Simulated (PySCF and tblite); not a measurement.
The numbers below are computed, except where a source is named.
System: C₄H₄NOS (charge -1), numbered as in [CH3:1][S:2]/[CH:3]=[C:4](/[O-:5])[C:6]#[N:7].

For the rotation about the C3–S2 bond (torsion C4–C3–S2–C1 from -91° to 91°, rising): electronic barrier 10.17 kcal/mol, zero-point change 0.19 kcal/mol, thermal and entropy terms at 400 K a further 1.13 kcal/mol (symmetry numbers apart). The minimum is C1, the saddle Cs. The path came from a restrained scan, a climbing-image band and a saddle search at GFN2-xTB; energies are PBE0/pcSseg-1 + D3(BJ)//PBE0-D3(BJ)/def2-SVP, thermal terms GFN2-xTB. Rate constants are transition-state-theory values, counting equivalent paths, without tunnelling. Programs: tblite and PySCF.

Task: How many equivalent paths lead out of the minimum?

Result: 1: the symmetry number of the minimum is 1, that of the saddle displaced along its mode 1.

Task: Work out the rate at 400 K.

Result: ΔG‡ = 11.49 kcal/mol; k_B T/h = 8.3×10¹² s⁻¹; exp(−ΔG‡/RT) = 5.3×10⁻⁷; times 1 gives k = 4.4×10⁶ s⁻¹. Wigner's tunnelling factor for the 73i cm⁻¹ mode would be 1.00.

The ion is treated without a counter-ion.
